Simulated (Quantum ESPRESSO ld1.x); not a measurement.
Question: All-electron atom: Se6+ in [Ar] 3d10 (the NIST ground configuration). Method: scalar-relativistic Kohn-Sham, LDA (Slater exchange, Perdew-Zunger correlation), spin-polarised, spherical densities, point nucleus; computed with ld1.x of Quantum ESPRESSO 7.5. Some entries of the table are withheld. Estimate them.

| orbital | occ. | eigenvalue (eV) | r(max) (bohr) |
|---|---|---|---|
| 1s | 2 | -12574.3 | 0.029 |
| 2s | 2 | (1) | 0.164 |
| 2p | 6 | (2) | 0.131 |
| 3s | 2 | -300.134 | 0.503 |
| 3p | 6 | (3) | 0.499 |
| 3d | 10 | (4) | 0.450 |
| 4s | 0 | (5) | (6) |
| 4p | 0 | -74.2132 | 1.47 |

Answer: 
(1) 2s eigenvalue (eV): -1693.30
(2) 2p eigenvalue (eV): -1501.74
(3) 3p eigenvalue (eV): -240.060
(4) 3d eigenvalue (eV): -140.207
(5) 4s eigenvalue (eV): -89.6687
(6) 4s r(max) (bohr): 1.35
